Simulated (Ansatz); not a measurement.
The cluster B₅Cl₃, relaxed as a singlet with RKS B3LYP-D4/def2-SVP in Ansatz, starting from the GFN1-xTB geometry. Force threshold 0.02 eV/Å.

The structure comes from a short search, and lower isomers may exist.

Start:

```xyz
8

B    -1.307    0.841   -0.050
B     0.065   -1.675   -0.247
B     1.242    0.895    0.307
B     0.013   -0.179   -0.029
B    -0.069    1.740    0.260
Cl   -3.031    0.789   -0.296
Cl    0.120   -3.328   -0.488
Cl    2.968    0.917    0.543
```

(1) Estimate the energy that the relaxation releases and the steps that it takes.

(2) Does the start keep its bonding and symmetry?

(3) Predict the relaxed structure.

Results:

(1) 0.61 eV, in 22 steps; 38 s on 4 threads of Arm Neoverse V1 on a shared host. The force fell under the threshold at step 6, but the optimiser went on and released 0.172 eV more. No frequencies were taken in this run, so the end may be a saddle point.

(2) By distances, no bond broke or formed. The bond that changes most is B4–B5, from 1.94 to 1.71 Å (atoms count from 1). A close non-bonded pair moves further: B1–B2, from 2.87 to 2.06 Å. The end is the same structure that another start reached, the lowest one found. Point group Cs at the start, Cs at the end, both within 0.05 Å.

(3) 
Cartesian coordinates in Å:
```
B -1.128 0.365 -0.099
B -0.197 -1.462 -0.250
B 1.493 1.192 0.386
B 0.501 -0.144 0.046
B -0.030 1.471 0.219
Cl -2.835 0.084 -0.375
Cl -0.985 -2.923 -0.579
Cl 3.179 1.419 0.652
```
Bond lengths: 6 × B–B 1.52 to 1.71 Å; 3 × B–Cl 1.69 to 1.75 Å.
